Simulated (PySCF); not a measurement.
Two species compared at the same levels of theory.

First species: C₆H₅NO₂.
SMILES: `OC(c1ccncc1)=O`

Second species: C6H7PSSi.
SMILES: `C#Cc1sc(C)pc1[SiH3]`

Levels: PBE0/pcSseg-1 for dipole moment, HOMO energy, LUMO energy and HOMO–LUMO gap; GFN2-xTB for rotational constant A and rotational constant C. Geometries: GFN2-xTB. Each structure is a single optimised conformer of the isolated species, non-relativistic unless stated. Electronic properties by PySCF.

Dipoles, sizes and rotational constants follow the conformer. The torsions of the flexible species, by atom-mapped SMILES:
- `[O:1]=[C:2]([OH:3])[c:4]1[cH:5][cH:6][n:7][cH:8][cH:9]1`: O1–C2–C4–C5 180°, H–O3–C2–O1 0°

```csv
property,column X,column Y
dipole moment,1.27 D,1.93 D
HOMO energy,-6.64 eV,-7.72 eV
LUMO energy,-1.82 eV,-2.02 eV
HOMO–LUMO gap,4.82 eV,5.70 eV
rotational constant A,1.497 GHz,4.078 GHz
rotational constant C,0.552 GHz,0.946 GHz
```

**Question.** Which column belongs to which species?

**Answer.** Column X is the second species and column Y the first. The first has 14 atoms and 64 electrons, the second 16 and 88.

**Question.** How does each property change from the first species to the second?

**Answer.** dipole moment -0.66 D; HOMO energy +1.08 eV; LUMO energy +0.20 eV; HOMO–LUMO gap -0.88 eV; rotational constant A -2.581 GHz; rotational constant C -0.394 GHz.

On the first: The dipole equals about 6.4 × 10⁻³⁰ C·m (1 D = 3.33564 × 10⁻³⁰ C·m). A dipole of 1.93 D is allowed in Cs, and pure rotational transitions are dipole-allowed.

On the second: The dipole matches unit charges of opposite sign 0.26 Å apart (1 e·Å = 4.8032 D).
